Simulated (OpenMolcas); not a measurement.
Cr4+ (d2) among equal point charges was computed by CASSCF with the d shell active (OpenMolcas, ANO-RCC-VTZP on the metal). Its lowest spin-free states, and all those of the highest spin:

```json
{"2S+1": "3", "Degeneracy": "1", "E (cm-1)": "0.0"}
{"2S+1": "3", "Degeneracy": "2", "E (cm-1)": "2733"}
{"2S+1": "3", "Degeneracy": "1", "E (cm-1)": "13948"}
{"2S+1": "1", "Degeneracy": "1", "E (cm-1)": "16275"}
{"2S+1": "1", "Degeneracy": "1", "E (cm-1)": "16637"}
{"2S+1": "1", "Degeneracy": "1", "E (cm-1)": "16815"}
{"2S+1": "1", "Degeneracy": "2", "E (cm-1)": "17228"}
{"2S+1": "3", "Degeneracy": "2", "E (cm-1)": "19382"}
{"2S+1": "3", "Degeneracy": "1", "E (cm-1)": "23611"}
{"2S+1": "1", "Degeneracy": "1", "E (cm-1)": "28737"}
{"2S+1": "3", "Degeneracy": "2", "E (cm-1)": "33413"}
{"2S+1": "1", "Degeneracy": "1", "E (cm-1)": "34415"}
{"2S+1": "3", "Degeneracy": "1", "E (cm-1)": "61404"}
```

Question: Is the site octahedral, tetrahedral or cube-like, axial, or of lower symmetry?

Answer: The states with 2S+1 = 3 have orbital degeneracies 1, 2, 1, 2, 1, 2, 1. There are pairs but no triples, so the site is axial: not cubic, but with a proper or improper axis of order three or more. The run had Cr4+ among 4 point charges of -3 e arranged as a square (D4h), 1.66 Å from the ion. The active orbitals were held to one l.

Without dynamic correlation the repulsion within the d shell is too large (B by tens of per cent), so at a given field states of lower spin stand too high. Point charges carry no covalency, so the field is a model and not that of real ligands. No measured value stands beside these numbers.
